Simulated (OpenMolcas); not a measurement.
Ag4+ (d7) among equal point charges was computed by CASSCF with the d shell active (OpenMolcas, ANO-RCC-VDZP on the metal). Its lowest spin-free states, and all those of the highest spin:

```
2S+1  Degeneracy  E (cm-1)
   4           2       0.0
   4           2      1311
   4           1      1989
   4           2      3430
   2           2     15996
   4           1     16601
   2           1     16795
   2           1     18501
   2           2     18572
   2           2     18942
   2           1     19835
   2           1     19841
   4           2     22174
```

Problem. Is the site octahedral, tetrahedral or cube-like, axial, or of lower symmetry?

Solution. The states with 2S+1 = 4 have orbital degeneracies 2, 2, 1, 2, 1, 2. There are pairs but no triples, so the site is axial: not cubic, but with a proper or improper axis of order three or more. The run had Ag4+ among 6 point charges of -1.5 e arranged as a trigonal prism (D3h), 2 Å from the ion, with a polar angle of 45.2° against the regular 49.1°.

An orbital doublet at a regular site is open to a Jahn-Teller distortion, which this geometry leaves out. Without dynamic correlation the repulsion within the d shell is too large (B by tens of per cent), so at a given field states of lower spin stand too high. Point charges give a weaker field than real ligands, and real ions of this kind are as a rule low spin; the high spin found here belongs to the model. The ground term spreads over less than 5000 cm-1, several times less than with real ligands, so orbital moments are less quenched and χT lies further from the spin-only value than at real sites. This is an electrostatic model: the charges have no orbitals. An unlabelled pair can be two single states that coincide in this model. No measured value stands beside these numbers.
